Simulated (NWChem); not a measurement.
C2H7BO; SMILES BOCC

```xyz
11

B     -0.2421     1.8099    -0.2121
H     -0.0409     1.8613    -1.4104
H     -0.6979     2.7382     0.4138
O      0.0420     0.6955     0.4732
C      0.5674    -0.4735    -0.1271
C     -0.4120    -1.6181    -0.0077
H      0.8147    -0.2709    -1.1843
H      1.5064    -0.7159     0.3972
H     -1.3360    -1.4073    -0.5672
H      0.0297    -2.5430    -0.4081
H     -0.6807    -1.7904     1.0451
```
Atoms are numbered in this order, from 1.

Level: PBE0/def2-SVP (NWChem), optimised geometry, unscaled harmonic frequencies. 

| frequency (cm⁻¹) | IR intensity (km/mol) |
|---|---|
| 73 | 0.3 |
| 246 | 0.0 |
| 337 | 1.0 |
| 400 | 3.6 |
| 492 | 3.2 |
| 814 | 2.0 |
| 865 | 2.4 |
| 1000 | 26.0 |
| 1039 | 54.1 |
| 1065 | 37.6 |
| 1125 | 13.1 |
| 1182 | 21.8 |
| 1222 | 6.9 |
| 1303 | 15.9 |
| 1371 | 49.5 |
| 1406 | 167.1 |
| 1446 | 115.1 |
| 1455 | 5.2 |
| 1473 | 5.0 |
| 1497 | 19.5 |
| 2541 | 118.5 |
| 2653 | 185.9 |
| 3051 | 34.6 |
| 3064 | 10.0 |
| 3113 | 16.4 |
| 3164 | 17.8 |
| 3169 | 12.4 |

The zero-point energy comes out as 58.0 kcal/mol and the thermal correction to the enthalpy at 298.15 K (with zero-point energy) is 61.9 kcal/mol. The heat capacity Cv comes out as 17.6 cal/(mol K), the entropy at 298.15 K and 1 atm (symmetry number 1) comes out as 71.7 cal/(mol K) and the dipole moment comes out as 1.89 D.

Rigid rotor and harmonic oscillator; modes under 100 cm⁻¹ make the entropy uncertain.
